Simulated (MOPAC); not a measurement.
MOPAC input (PM3):

```
PM3 FORCE THERMO(298,298) PRECISE LET CHARGE=-1 GEO-OK AUX(PRECISION=9) THREADS=1
H2ClGeO

Ge    0.03960413 1   -0.62788009 1    0.00557767 1
O     1.70583834 1   -0.56257304 1   -0.37089204 1
Cl   -0.81341583 1    1.55006680 1    0.14727583 1
H    -0.93477931 1   -1.17132388 1   -1.02402440 1
H    -0.39469036 1   -1.11593715 1    1.37598756 1
```

From the last part of the output:

```
     H    5   1.855294   0.302181   0.166979   0.170120   2.157476

          HEAT OF FORMATION =     -84.296878 KCALS/MOLE

          ZERO POINT ENERGY      10.830 KCAL/MOL

           NORMAL COORDINATE ANALYSIS (Total motion = 1 Angstrom)

   Root No.       1         2         3         4         5         6         7         8

                 1 A'      2 A'      1 A"      2 A"      3 A'      4 A'      5 A'      3 A"

                 154.7     334.9     440.2     561.2     645.3     734.5     889.3    1876.9

           1   -0.0619    0.0722   -0.0000   -0.0000    0.0091   -0.0178   -0.0627    0.0000
           2   -0.0827   -0.2338   -0.0000   -0.0000   -0.0076   -0.0027   -0.0052    0.0000
           3   -0.0000    0.0000    0.0233    0.0057    0.0000    0.0000   -0.0000   -0.0101
           4   -0.0622    0.0313    0.0000    0.0000   -0.0203    0.0313    0.3254    0.0000
           5    0.4239    0.0136    0.0000   -0.0000    0.0148   -0.0030    0.0071    0.0000
           6    0.0000   -0.0000   -0.0437   -0.0302    0.0000   -0.0000    0.0000   -0.0023
           7    0.1555   -0.1619    0.0000    0.0000    0.0003    0.0013   -0.0034   -0.0000
           8   -0.0131    0.4668   -0.0000    0.0000   -0.0160   -0.0007    0.0031   -0.0000
           9    0.0000   -0.0000   -0.0140    0.0081   -0.0000   -0.0000   -0.0000   -0.0003
          10   -0.0107   -0.0036    0.1777    0.3584   -0.1722    0.3702   -0.2645    0.2567
          11   -0.1556    0.1010    0.3461   -0.2977    0.4368    0.1321    0.0779    0.1643
          12    0.0054   -0.0519   -0.2444   -0.1069   -0.0615   -0.2658    0.1267    0.3883
          13   -0.0107   -0.0036   -0.1777   -0.3584   -0.1722    0.3702   -0.2645   -0.2567
          14   -0.1556    0.1010   -0.3461    0.2977    0.4368    0.1321    0.0779   -0.1643
          15   -0.0054    0.0519   -0.2444   -0.1069    0.0615    0.2658   -0.1267    0.3883

   Root No.       9

                 6 A'

                1939.0

           1   -0.0053
           2   -0.0036
           3    0.0000
           4   -0.0055
           5   -0.0007
           6   -0.0000
           7    0.0001
           8   -0.0009
           9   -0.0000
          10    0.2335
          11    0.1490
          12    0.4085
          13    0.2335
          14    0.1490
          15   -0.4085

           MASS-WEIGHTED COORDINATE ANALYSIS (NORMAL COORDINATES)

   Root No.       1         2         3         4         5         6         7         8

                 1 A'      2 A'      1 A"      2 A"      3 A'      4 A'      5 A'      3 A"

                 154.7     334.9     440.2     561.2     645.3     734.5     889.3    1876.9

           1   -0.2453    0.1704   -0.0000   -0.0000    0.1121   -0.2162   -0.3628    0.0000
           2   -0.3278   -0.5515   -0.0000   -0.0000   -0.0931   -0.0325   -0.0304    0.0000
           3   -0.0000    0.0000    0.2797    0.0698    0.0000    0.0000   -0.0000   -0.1220
           4   -0.1158    0.0347    0.0000    0.0000   -0.1173    0.1783    0.8838    0.0000
           5    0.7885    0.0151    0.0000   -0.0000    0.0852   -0.0170    0.0194    0.0000
           6    0.0000   -0.0000   -0.2465   -0.1743    0.0000   -0.0000    0.0000   -0.0131
           7    0.4304   -0.2668    0.0000    0.0000    0.0024    0.0112   -0.0138   -0.0000
           8   -0.0362    0.7695   -0.0000    0.0000   -0.1372   -0.0058    0.0125   -0.0000
           9    0.0000   -0.0000   -0.1178    0.0695   -0.0000   -0.0000   -0.0000   -0.0028
          10   -0.0050   -0.0010    0.2517    0.5194   -0.2491    0.5292   -0.1803    0.3649
          11   -0.0727    0.0281    0.4903   -0.4315    0.6320    0.1889    0.0531    0.2336
          12    0.0025   -0.0144   -0.3462   -0.1549   -0.0890   -0.3799    0.0864    0.5520
          13   -0.0050   -0.0010   -0.2517   -0.5194   -0.2491    0.5292   -0.1803   -0.3649
          14   -0.0727    0.0281   -0.4903    0.4315    0.6320    0.1889    0.0531   -0.2336
          15   -0.0025    0.0144   -0.3462   -0.1549    0.0890    0.3799   -0.0864    0.5520

   Root No.       9

                 6 A'

                1939.0

           1   -0.0647
           2   -0.0431
           3    0.0000
           4   -0.0313
           5   -0.0040
           6   -0.0000
           7    0.0012
           8   -0.0074
           9   -0.0000
          10    0.3334
          11    0.2126
          12    0.5832
          13    0.3334
          14    0.2126
          15   -0.5832

          DESCRIPTION OF VIBRATIONS

 VIBRATION          1    1A'         ATOM PAIR     ENERGY CONTRIBUTION    RADIAL
 FREQUENCY           154.69         Ge1 -- O 2         +35.7% (101.9%)      1.3%
 TRANSITION DIPOLE   1.1969         Ge1 -- Cl3         +22.9% ( 81.6%)      0.5%
 TRAVEL (Ang.)       0.2117         Ge1 -- H 4         +20.7% ( 77.6%)     33.1%
 REDUCED MASS        9.7287         Ge1 -- H 5         +20.7% ( 77.6%)     33.1%
 EFFECTIVE MASS     46.7878
 FORCE CONSTANT      0.1372

 VIBRATION          2    2A'         ATOM PAIR     ENERGY CONTRIBUTION    RADIAL
 FREQUENCY           334.88         Ge1 -- Cl3         +68.3% (100.5%)    100.0%
 TRANSITION DIPOLE   4.4167         Ge1 -- H 5         +11.1% ( 40.5%)      2.2%
 TRAVEL (Ang.)       0.0923         Ge1 -- H 4         +11.1% ( 40.5%)      2.2%
 REDUCED MASS       23.6609         Ge1 -- O 2          +9.5% ( 37.5%)      5.4%
 EFFECTIVE MASS     46.7066
 FORCE CONSTANT      1.5634

 VIBRATION          3    1A"         ATOM PAIR     ENERGY CONTRIBUTION    RADIAL
 FREQUENCY           440.21         Ge1 -- H 4         +47.8% ( 89.1%)      7.4%
 TRANSITION DIPOLE   0.3595         Ge1 -- H 5         +47.8% ( 89.1%)      7.4%
 TRAVEL (Ang.)       0.4192         Ge1 -- O 2          +2.6% ( 20.8%)      0.0%
 REDUCED MASS        0.8716         Ge1 -- Cl3          +1.8% ( 17.2%)      0.0%
 EFFECTIVE MASS      4.5780
 FORCE CONSTANT      0.0995

 VIBRATION          4    2A"         ATOM PAIR     ENERGY CONTRIBUTION    RADIAL
 FREQUENCY           561.19         Ge1 -- H 4         +49.8% ( 76.6%)      0.9%
 TRANSITION DIPOLE   0.0128         Ge1 -- H 5         +49.8% ( 76.6%)      0.9%
 TRAVEL (Ang.)       0.4995         Ge1 -- O 2          +0.3% (  6.4%)      0.0%
 REDUCED MASS        0.4817
 EFFECTIVE MASS      1.4080
 FORCE CONSTANT      0.0894

 VIBRATION          5    3A'         ATOM PAIR     ENERGY CONTRIBUTION    RADIAL
 FREQUENCY           645.34         Ge1 -- H 5         +47.1% ( 62.9%)      0.0%
 TRANSITION DIPOLE   0.8627         Ge1 -- H 4         +47.1% ( 62.9%)      0.0%
 TRAVEL (Ang.)       0.4587         Ge1 -- O 2          +5.1% ( 20.7%)     62.3%
 REDUCED MASS        0.4966         Ge1 -- Cl3          +0.7% (  7.4%)      0.2%
 EFFECTIVE MASS      2.4917
 FORCE CONSTANT      0.1219

 VIBRATION          6    4A'         ATOM PAIR     ENERGY CONTRIBUTION    RADIAL
 FREQUENCY           734.50         Ge1 -- H 5         +43.5% ( 59.1%)      2.2%
 TRANSITION DIPOLE   0.5084         Ge1 -- H 4         +43.5% ( 59.1%)      2.2%
 TRAVEL (Ang.)       0.3883         Ge1 -- O 2         +11.3% ( 30.1%)     99.8%
 REDUCED MASS        0.6088         Ge1 -- Cl3          +1.7% ( 11.8%)      4.9%
 EFFECTIVE MASS      3.9195
 FORCE CONSTANT      0.1935

 VIBRATION          7    5A'         ATOM PAIR     ENERGY CONTRIBUTION    RADIAL
 FREQUENCY           889.27         Ge1 -- O 2         +88.6% ( 94.0%)     99.8%
```

The dipole moment of an ion depends on the origin.
